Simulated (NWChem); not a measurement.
# PbNH2F, singlet; SMILES [NH2][Pb][F]

```xyz
5

Pb     0.2811     0.0295     0.0000
F     -0.9568    -1.6258     0.0000
N     -1.3963     1.3311     0.0000
H     -2.3422     0.9574     0.0000
H     -1.3970     2.3466     0.0000
```
Atoms are numbered in this order, from 1.

Level: PBE0/def2-SVP with def2 effective core potentials on Pb (NWChem), optimised geometry, unscaled harmonic frequencies. Low-valent species are run as closed-shell singlets; no triplet was tried in these runs. def2 effective core potentials on Pb; no spin-orbit coupling.

| frequency (cm⁻¹) | IR intensity (km/mol) |
|---|---|
| 147 | 4.7 |
| 288 | 202.6 |
| 443 | 37.9 |
| 538 | 68.9 |
| 559 | 52.9 |
| 584 | 50.1 |
| 1480 | 5.7 |
| 3571 | 21.3 |
| 3699 | 22.4 |

zero-point energy: 16.2 kcal/mol
thermal correction to the enthalpy at 298.15 K (with zero-point energy): 19.7 kcal/mol
heat capacity Cv: 14.4 cal/(mol K)
entropy at 298.15 K and 1 atm (symmetry number 1): 74.1 cal/(mol K)

Rigid rotor and harmonic oscillator.
